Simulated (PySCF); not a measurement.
Br₃In, SMILES [Br][In-]([Br])[Br], charge -1, multiplicity 2. The structure is a stationary point at PBE-D3(BJ)/def2-SVPD. The def2 effective core potentials stand for the cores of In; spin–orbit coupling is left out.

Task: Give the equilibrium geometry at PBE-D3(BJ)/def2-SVPD (PySCF confirms it by a frequency run) as Cartesian coordinates in Å, and its point group. (The exact figures need the calculation; the answer reports its results.)

Result: point group C3v.
```xyz
4

In     0.0000     0.0000    -0.5863
Br    -2.1972     1.2685     0.2736
Br     0.0000    -2.5371     0.2736
Br     2.1972     1.2685     0.2736
```
Charge -1, spin multiplicity 2.
